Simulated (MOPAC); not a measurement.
MOPAC input (PM3):

```
PM3 1SCF CHARGE=-1 GEO-OK AUX(PRECISION=9) THREADS=1
C5H11O

C    -2.67638851 1   -0.66815493 1   -0.33848528 1
C    -1.46826120 1    0.04972244 1    0.25989300 1
C    -0.19620114 1   -0.06175568 1   -0.56633806 1
C     1.04087390 1    0.47501431 1    0.22864020 1
C     2.29018034 1    0.35586680 1   -0.69314593 1
O     1.20106381 1   -0.12174615 1    1.40433802 1
H    -2.47371594 1   -1.73753657 1   -0.45408812 1
H    -3.56860072 1   -0.56624322 1    0.29036767 1
H    -2.92587197 1   -0.27788499 1   -1.33148924 1
H    -1.22426598 1   -0.34978886 1    1.24808990 1
H    -1.70953412 1    1.11101196 1    0.40397911 1
H    -0.31539770 1    0.46560103 1   -1.52680895 1
H    -0.00316860 1   -1.12111823 1   -0.78853870 1
H     0.84927038 1    1.60040647 1    0.29152175 1
H     3.15465602 1    0.77766502 1   -0.17304697 1
H     2.16973216 1    0.87226964 1   -1.65815333 1
H     2.49716548 1   -0.70457063 1   -0.87992087 1
```

From the output:

```
                                                       MOPAC v23.2.5 Linux

          FINAL HEAT OF FORMATION =        -62.19497 KCAL/MOL =    -260.22377 KJ/MOL

          COSMO AREA              =        142.61 SQUARE ANGSTROMS
          COSMO VOLUME            =        131.86 CUBIC ANGSTROMS

          IONIZATION POTENTIAL    =          2.351454 EV
          HOMO LUMO ENERGIES (EV) =         -2.351  7.424
          NO. OF FILLED LEVELS    =         19
          MOLECULAR WEIGHT        =         87.1413         POINT GROUP:  C1

          MOLECULAR DIMENSIONS (Angstroms)

            Atom       Atom       Distance
            H    15    H     8     6.87190
            H    12    O     6     3.14081
            H     7    H    11     2.80182

          SCF CALCULATIONS        =          1

   ATOM   CHEMICAL          X               Y               Z
  NUMBER   SYMBOL      (ANGSTROMS)     (ANGSTROMS)     (ANGSTROMS)

     1       C         -2.67638851  *  -0.66815493  *  -0.33848528  *
     2       C         -1.46826120  *   0.04972244  *   0.25989300  *
     3       C         -0.19620114  *  -0.06175568  *  -0.56633806  *
     4       C          1.04087390  *   0.47501431  *   0.22864020  *
     5       C          2.29018034  *   0.35586680  *  -0.69314593  *
     6       O          1.20106381  *  -0.12174615  *   1.40433802  *
     7       H         -2.47371594  *  -1.73753657  *  -0.45408812  *
     8       H         -3.56860072  *  -0.56624322  *   0.29036767  *
     9       H         -2.92587197  *  -0.27788499  *  -1.33148924  *
    10       H         -1.22426598  *  -0.34978886  *   1.24808990  *
    11       H         -1.70953412  *   1.11101196  *   0.40397911  *
    12       H         -0.31539770  *   0.46560103  *  -1.52680895  *
    13       H         -0.00316860  *  -1.12111823  *  -0.78853870  *
    14       H          0.84927038  *   1.60040647  *   0.29152175  *
    15       H          3.15465602  *   0.77766502  *  -0.17304697  *
    16       H          2.16973216  *   0.87226964  *  -1.65815333  *
    17       H          2.49716548  *  -0.70457063  *  -0.87992087  *

                             CARTESIAN COORDINATES

   1    C       -2.676388510    -0.668154930    -0.338485280
   2    C       -1.468261200     0.049722440     0.259893000
   3    C       -0.196201140    -0.061755680    -0.566338060
   4    C        1.040873900     0.475014310     0.228640200
   5    C        2.290180340     0.355866800    -0.693145930
   6    O        1.201063810    -0.121746150     1.404338020
   7    H       -2.473715940    -1.737536570    -0.454088120
   8    H       -3.568600720    -0.566243220     0.290367670
   9    H       -2.925871970    -0.277884990    -1.331489240
  10    H       -1.224265980    -0.349788860     1.248089900
  11    H       -1.709534120     1.111011960     0.403979110
  12    H       -0.315397700     0.465601030    -1.526808950
  13    H       -0.003168600    -1.121118230    -0.788538700
  14    H        0.849270380     1.600406470     0.291521750
  15    H        3.154656020     0.777665020    -0.173046970
  16    H        2.169732160     0.872269640    -1.658153330
  17    H        2.497165480    -0.704570630    -0.879920870

           Empirical Formula: C5 H11 O  =    17 atoms

      MOLECULAR POINT GROUP   :   C1

                  EIGENVALUES
 -33.63860 -28.68791 -23.75821 -21.74875 -16.68111 -14.21546 -11.97156 -10.89550
 -10.18458 -10.03178  -9.16451  -8.72269  -8.04401  -7.30297  -7.23063  -6.85872
  -6.45012  -2.57346  -2.35145   7.42407   7.69939   7.74643   8.13587   8.73719
   8.85598   8.96711   9.21754   9.38995   9.50123   9.63277   9.73034   9.85818
  10.88290  10.91366  14.27141

              NET ATOMIC CHARGES AND DIPOLE CONTRIBUTIONS

  ATOM NO.   TYPE          CHARGE      No. of ELECS.   s-Pop       p-Pop
    1          C          -0.100435        4.1004     1.14163     2.95881
    2          C          -0.108073        4.1081     1.15771     2.95036
    3          C          -0.182966        4.1830     1.19374     2.98922
    4          C           0.284478        3.7155     1.13522     2.58030
    5          C          -0.193470        4.1935     1.17397     3.01950
    6          O          -0.810157        6.8102     1.91098     4.89917
    7          H           0.022568        0.9774     0.97743
    8          H           0.007460        0.9925     0.99254
    9          H           0.010714        0.9893     0.98929
   10          H           0.089848        0.9102     0.91015
   11          H           0.026752        0.9732     0.97325
   12          H           0.002330        0.9977     0.99767
   13          H           0.028167        0.9718     0.97183
   14          H          -0.094699        1.0947     1.09470
   15          H           0.015420        0.9846     0.98458
   16          H          -0.011620        1.0116     1.01162
   17          H           0.013681        0.9863     0.98632
 DIPOLE           X         Y         Z       TOTAL
 POINT-CHG.    -4.369    -0.004    -3.484     5.588
 HYBRID        -0.231     0.016    -0.903     0.932
 SUM           -4.600     0.012    -4.387     6.356

          ATOMIC ORBITAL ELECTRON POPULATIONS

     Atom    s        px        py        pz
    1  C   1.14163   0.98404   0.99568   0.97908
    2  C   1.15771   0.93622   0.98003   1.03412
    3  C   1.19374   1.01022   1.00365   0.97535
    4  C   1.13522   0.81735   0.87896   0.88398
    5  C   1.17397   1.06064   0.97583   0.98303
    6  O   1.91098   1.87148   1.74706   1.28063
    7  H   0.97743
    8  H   0.99254
    9  H   0.98929
   10  H   0.91015
   11  H   0.97325
   12  H   0.99767
   13  H   0.97183
   14  H   1.09470
   15  H   0.98458
   16  H   1.01162
   17  H   0.98632

 **********************
 *                    *
 * JOB ENDED NORMALLY *
 *                    *
 **********************

 == MOPAC DONE ==
```

The dipole moment of an ion depends on the origin.

The geometry given is a B3LYP-D3(BJ)/def2-TZVP minimum.
